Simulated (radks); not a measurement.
Values are calculated unless marked as measured or tabulated.
Valence configurations of Br II (all share [Ar]). Code: a radial shooting solver on a logarithmic mesh with Libxc functionals. Model: scalar-relativistic Kohn-Sham, PBE, spin-unpolarised, spherical densities, point nucleus. Energies are relative to 3d10 4s2 4p4; eigenvalues in eV.

valence           E (eV)    e(3d)    e(4p)    e(4s)
3d10 4s2 4p4       0.000  -77.917  -17.471  -30.395
3d10 4s1.5 4p4.5   6.482  -78.705  -17.804  -30.809
3d10 4p6          26.163  -80.993  -18.758        -
3d10 4s1 4p5      13.004  -79.480  -18.129  -31.213
3d10 4s0.5 4p5.5  19.565  -80.242  -18.447  -31.607
3d9.5 4s2 4p4.5   31.569  -84.283  -18.396  -31.771
3d9 4s2 4p5       65.889  -90.768  -19.312  -33.123
3d8 4s2 4p6       143.03  -104.09  -21.125  -35.766

NIST lists [Ar] 3d10 4s2 4p4 as the ground configuration; this level of theory agrees among the configurations tried. The energies are those of spherical spin-averaged densities, not of single terms.
